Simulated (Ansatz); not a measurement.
A run for Ansatz (a quantum-chemistry and plane-wave program): U-CCSD(T)/def2-TZVPP on ClFGaH (SMILES [F][GaH][Cl]), a point of a bond scan (R = 2.698 Å). The run froze 20 orbitals, filled d shells among them.

Ansatz 0.2 input:
```yaml
crystal:
  periodic: [false, false, false]
  atoms:
    - {symbol: Ga, position_ang: [-0.42035658, 0.09491825, -0.34524222]}
    - {symbol: H, position_ang: [-2.50295566, -0.80366741, -1.80609416]}
    - {symbol: F, position_ang: [-0.00462516, 1.79964022, -0.33176534]}
    - {symbol: Cl, position_ang: [0.86371139, -1.10121578, 0.87461245]}
basis:
  gaussian:
    orbitals: def2-TZVPP
correlation: {method: ccsd_t, electrons: outside_noble_gas}
scf: {omitted_lower_state_checks: [cluster_reference]}
magnetization: {spin_polarized: true, initial_magnetization: 0}
```

Problem. What total energy does the run end on?

Solution. -2483.3880 hartree (reference determinant -2482.8372, T1 diagnostic 0.058). Its determinant has ⟨S²⟩ = 0.77, a mixture of spin states.

Problem. How many basis functions does it have, and what does it roughly cost on one machine?

Solution. 135 functions; around 28 core-seconds (rough).
